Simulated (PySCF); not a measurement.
Gas-phase reaction: 3 Ge(CH₃)₄ → Ge₃H₈ + 4 C₂H₅ + C₄H₈ (trans-2-butene). Level: M06-2X/def2-TZVP†; standard pressure 1 bar.

Energies from PySCF, thermal terms from the rigid-rotor harmonic-oscillator model, ideal gas at 1 bar. S°(298 K) at PBE0/def2-TZVP differs from the NASA 1993 table for C₂H₅ (+9 J/mol/K); whether the harmonic model or the table's entry is off was not settled. † marks an energy on the PBE0/def2-TZVP geometry and frequencies. Open shells (unrestricted): C₂H₅ (multiplicity 2); the rest are closed-shell singlets. Ge: all electrons, no relativistic terms. The harmonic model lacks anharmonicity and excited electronic states, which grow with temperature; levels with a mode under 35 cm⁻¹ are left out. Internal rotation in Ge(CH₃)₄, Ge₃H₈, C₂H₅, C₄H₈ (trans-2-butene) is treated as a harmonic vibration of one conformer, which makes the entropy rough.

| T (K) | 1000/T (1/K) | log10 K |
|---|---|---|
| 1200 | 0.8333 | -17.39 |
| 1400 | 0.7143 | ? |
| 1600 | 0.6250 | -6.20 |
| 1800 | 0.5556 | -2.50 |
| 2000 | 0.5000 | 0.43 |
| 2500 | 0.4000 | 5.64 |

Question: Fit log10 K = a + b·(1000/T) to the five rows, get the mean ΔH° and ΔS°, and predict log10 K at 1400 K.

Answer: Means: 1000/T = 0.5828, log10 K = -4.004. Sums of products about the means: Sxy = -5.61683, Sxx = 0.105543, so b = Sxy/Sxx = -53.22 and a = -4.004 − (-53.22)×0.5828 = 27.01.
ΔH° = −R ln 10 × 1000 K × b = −19.145 × (-53.22) = 1019 kJ; ΔS° = R ln 10 × a = 517 J/K. The run's own values go from 1035 kJ and 529 J/K at 1200 K to 987 kJ and 503 J/K at 2500 K.
Prediction at 1400 K: 27.01 + (-53.22)×0.7143 = -11.01. The computed value is -10.98, 0.03 from the line.
For scale, ΔH°(298 K) is 1061 kJ at this level, 1017 kJ at ωB97M-V/def2-TZVP†, and runs from 637 to 1121 kJ over the 17 levels computed.
